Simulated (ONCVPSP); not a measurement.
## Before and after: ONCV potential for tungsten

| Property | Result |
| --- | --- |
| Element | W |
| Generator | ONCVPSP 4.0.1 |
| Type | optimised norm-conserving Vanderbilt (ONCV) |
| Functional | PBE |
| Relativity | scalar-relativistic |
| Frozen core | [Kr] 4d10 4f14 |
| Valence charge | 14 |
| Reference configuration | 5s2 5p6 5d4 6s2 |
| Partial waves | 5s+6s: rc 1.80 bohr, ncon 4, nbas 8, qcut 7.4 1/bohr, 2 projectors; 5p: rc 1.75 bohr, ncon 3, nbas 6, qcut 8.1 1/bohr, 2 projectors, debl 3.8 Ha; 5d: rc 2.80 bohr, ncon 4, nbas 9, qcut 4.8 1/bohr, 2 projectors, debl 3 Ha |
| Local potential | polynomial inside 1.20 bohr (lpopt 5, dvloc0 2 Ha) |
| Core correction | Teter function, fcfact 2, rcfact 1.8 |

All-electron outer shells of the reference configuration (PBE, scalar-relativistic, ld1.x):

| shell | level (eV) | outermost node (bohr) | outermost maximum (bohr) |
| --- | --- | --- | --- |
| 5s | -79.07 | 0.53 | 0.96 |
| 5p | -43.20 | 0.57 | 1.09 |
| 4f | -33.21 | – | 0.43 |
| 6s | -5.71 | 1.28 | 2.67 |
| 5d | -4.48 | 0.63 | 1.49 |

Change: all radii but the core radius scaled by about 1.12 (s 2.02, p 1.96, d 3.14 bohr); local potential polynomial inside 1.34 bohr (lpopt 5, dvloc0 2 Ha).

Cutoffs: the cutoffs (Ha) at which the residual kinetic energy of the hardest occupied pseudo-wave falls to 1 and 0.1 mHa per electron; they do not see the model core or the augmentation charge, which bear on the density cutoff. Errors are all-electron minus pseudo energies relative to the spin-unpolarised reference configuration.

Task: Predict the effect on cutoff, ghosts and configuration errors.

Result: The potential gets softer (20 Ha and 25 Ha → 15 Ha and 20 Ha); of the 4 tests that both files solve, the error grows in 3 and shrinks in 0 by more than 15 % and 0.3 meV (median size 25.3 → 39.5 meV); neither file shows a bound ghost. A larger radius leaves more room for a smooth pseudo-wave, so fewer plane waves are needed. More of the atom is replaced by a form fitted at one configuration, so other configurations suffer.

| quantity | base | changed |
| --- | --- | --- |
| cutoff, loose | 20 Ha | 15 Ha |
| cutoff, tight | 25 Ha | 20 Ha |
| loose cutoff by channel | s 18 Ha, p 20 Ha, d 9.2 Ha | s 15 Ha, p 12 Ha, d 8.5 Ha |
| bound ghosts | none | none |
| GHOST(+) flags under 300 eV | s at 169.5 eV | none |
| error for 5s2 5p6 5d4 6s1, meV [ΔE 8.88 eV] | -7.0 | -8.7 |
| error for 5s2 5p6 5d4 6s0, meV [ΔE 24.56 eV] | -44 | -60 |
| error for 5s2 5p6 5d3 6s0, meV [ΔE 49.95 eV] | -87 | -88 |
| error for 5s2 5p6 5d5 6s1, meV [ΔE 1.54 eV] | +6.7 | +19 |
| rms error of d²Exc/dni dnj with the model core, mHa | 1.38 | 1.78 |
